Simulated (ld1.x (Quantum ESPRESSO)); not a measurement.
## What one change does to a pseudopotential (lanthanum, TM)

La (Z = 57), norm-conserving Troullier–Martins (Kleinman–Bylander form), made with ld1.x (Quantum ESPRESSO) 7.5 (LDA (PZ), scalar-relativistic). Core [Xe], reference 4f0 5d1 6s2 6p0. Waves: 6s (bound): rc 4.10 bohr; 6p (bound, empty): rc 4.05 bohr; 5d (bound): rc 2.35 bohr; 4f (bound, empty): rc 1.60 bohr. Local part: the f channel. Core correction: Bessel-smoothed model core, default radius (core density twice the valence density).

All-electron outer shells of the reference configuration (LDA (PZ), scalar-relativistic, ld1.x):

```json
{"shell": "5s", "level (eV)": "-39.06", "outermost node (bohr)": "0.77", "outermost maximum (bohr)": "1.41"}
{"shell": "5p", "level (eV)": "-22.48", "outermost node (bohr)": "0.83", "outermost maximum (bohr)": "1.58"}
{"shell": "4f", "level (eV)": "-4.58", "outermost node (bohr)": "–", "outermost maximum (bohr)": "0.75"}
{"shell": "6s", "level (eV)": "-3.82", "outermost node (bohr)": "1.86", "outermost maximum (bohr)": "3.74"}
{"shell": "5d", "level (eV)": "-3.21", "outermost node (bohr)": "0.95", "outermost maximum (bohr)": "2.24"}
{"shell": "6p", "level (eV)": "-1.41", "outermost node (bohr)": "2.20", "outermost maximum (bohr)": "4.93"}
```

Change: wave 6s (bound): rc 4.10 bohr becomes 6s (bound): rc 4.80 bohr.

Cutoffs: the cutoffs (Ry, on a coarse ladder) from which the occupation-weighted sum of valence levels, in a spherical-Bessel basis at the reference potential, stays within 10 and 1 mRy of its value at 400 Ry; they do not see the model core or the augmentation charge, which bear on the density cutoff. Errors are all-electron minus pseudo energies relative to the spin-unpolarised reference configuration.

Question: Predict the effect on cutoff, ghosts and configuration errors.

Answer: Both files are so soft that the ladder of cutoffs tells neither apart; both files keep a bound ghost (d, p, s); of the 8 tests that both files solve, the error grows in 3 and shrinks in 2 by more than 15 % and 0.3 meV (median size 10.6 → 21.3 meV).

```csv
quantity,base,changed
"cutoff, loose",10 Ry,10 Ry
"cutoff, tight",12 Ry,12 Ry
bound ghosts,"s, p, d","s, p, d"
"tests counted (converged, no solver errors)",8 of 9,8 of 9
"error for 4f0 5d1 6s1 6p0, meV [ΔE 6.16 eV]",-2.2,-3.7
"error for 4f0 5d1 6s0 6p0, meV [ΔE 17.32 eV]",-46,-78
"error for 4f0 5d1 6s1.5 6p0, meV [ΔE 2.48 eV]",-0.2,-0.3
"error for 4f0 5d1 6s0 6p1, meV [ΔE 9.22 eV]",-16,-39
"error for 4f1 5d0 6s1 6p0, meV [ΔE 6.33 eV]",-745,-704
"error for 4f0 5d2 6s0 6p0, meV [ΔE 6.31 eV]",-76,-51
"error for 4f0 5d1 6s2 6p0 (spin-polarised), meV [ΔE -0.10 eV]",+1.7,+1.9
"error for 4f0 5d1 6s1 6p0 (spin-polarised), meV [ΔE 5.74 eV]",+5.4,-0.9
```

Base: The cutoffs count occupied waves only; the empty 4f level needs 120 Ry at the loose tolerance. Tests not counted: 4f1 5d0 6s2 6p0 (solver errors, printed error -26.4 eV). These tests converged, but a pseudo level misses the all-electron one widely, so the file describes the atom poorly there or has found another state: 4f1 5d0 6s1 6p0: 4f by 1.4 eV (a node warning on the way). Changed file: The cutoffs count occupied waves only; the empty 4f level needs 120 Ry at the loose tolerance. Tests not counted: 4f1 5d0 6s2 6p0 (solver errors, printed error -5.5 eV). These tests converged, but a pseudo level misses the all-electron one widely, so the file describes the atom poorly there or has found another state: 4f1 5d0 6s1 6p0: 4f by 1.3 eV (a node warning on the way). A true bound ghost makes a file unfit for plane-wave use even where its test errors are small: the radial tests pick states by their node count and pass the ghost by. Where a test does run into it, the solver fails or the error is huge.
